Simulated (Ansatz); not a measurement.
C2H5O (SMILES [CH2]OC) moved off its minimum; all values from Ansatz (a first-principles code), cores frozen in correlated methods. Open shells are unrestricted.
(charge 0, multiplicity 2)
```xyz
8

C      1.1987    -0.2143    -0.0465
O     -0.0094     0.1125     0.6279
C     -1.1021     0.0686    -0.3219
H      1.2221     0.1609    -1.0529
H      2.0678    -0.1112     0.6413
H     -0.9099     0.9520    -1.1340
H     -1.1695    -0.8888    -0.9220
H     -1.9915     0.3432     0.2448
```

| level | largest force (eV/Å) | on atom | rms difference from CCSD(T)/cc-pVTZ (eV/Å) | dipole (D) |
|---|---|---|---|---|
| HF/def2-TZVPP | 3.35 | O2 | 0.366 | 1.41 |
| PBE/def2-TZVPP | 2.68 | C3 | 0.136 | 1.20 |
| r2SCAN/def2-TZVPP | 2.75 | C3 | 0.041 | 1.21 |
| B3LYP/def2-TZVPP | 2.74 | C3 | 0.084 | 1.27 |
| wB97M-V/def2-TZVPP | 2.80 | C3 | 0.112 | 1.28 |
| MP2/cc-pVTZ | 2.96 | C3 | 0.072 | 1.25 |
| CCSD(T)/cc-pVTZ | 2.85 | C3 | 0.000 | 1.24 |

The differences count from one level among others, with limits of its own. Forces at CCSD(T)/cc-pVTZ (eV/Å):

```json
[
 {"atom": "C1", "Fx": "-0.909", "Fy": "0.822", "Fz": "2.152"},
 {"atom": "O2", "Fx": "0.893", "Fy": "-1.124", "Fz": "-1.685"},
 {"atom": "C3", "Fx": "1.033", "Fy": "1.968", "Fz": "-1.781"},
 {"atom": "H4", "Fx": "0.289", "Fy": "-0.023", "Fz": "-0.474"},
 {"atom": "H5", "Fx": "-0.708", "Fy": "-0.180", "Fz": "-0.747"},
 {"atom": "H6", "Fx": "-0.528", "Fy": "-1.928", "Fz": "1.693"},
 {"atom": "H7", "Fx": "0.009", "Fy": "0.854", "Fz": "1.054"},
 {"atom": "H8", "Fx": "-0.078", "Fy": "-0.387", "Fz": "-0.212"}
]
```
